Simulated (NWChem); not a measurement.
# AlBr₂Cl; SMILES [Cl][Al]([Br])[Br]

```xyz
4

Al     0.0000     0.0000     0.4224
Cl     0.0000     0.0000     2.5160
Br    -1.9521     0.0000    -0.6895
Br     1.9521     0.0000    -0.6895
```
Atoms are numbered in this order, from 1.

Structure relaxed at the B3LYP/6-31G* (spherical d) level.

Symmetry labels are those of C2v in the frame above (b1 and b2, or b-type labels, depend on it).

Question: List the 6 lowest vertical singlet excitations from PBE/def2-SVP, full TDDFT (NWChem).

Answer: 
```tsv
state	energy (eV)	oscillator strength	symmetry	leading excitation (squared amplitude)
S1	5.21	0.003	b1	HOMO → LUMO (1.00)
S2	5.33	0.000	a2	HOMO → LUMO+1 (1.00)
S3	5.51	0.000	a2	HOMO−1 → LUMO (1.00)
S4	5.73	0.022	a1	HOMO−2 → LUMO (0.95)
S5	5.75	0.009	b2	HOMO−3 → LUMO (0.98)
S6	5.81	0.001	b2	HOMO−2 → LUMO+1 (0.98)
```
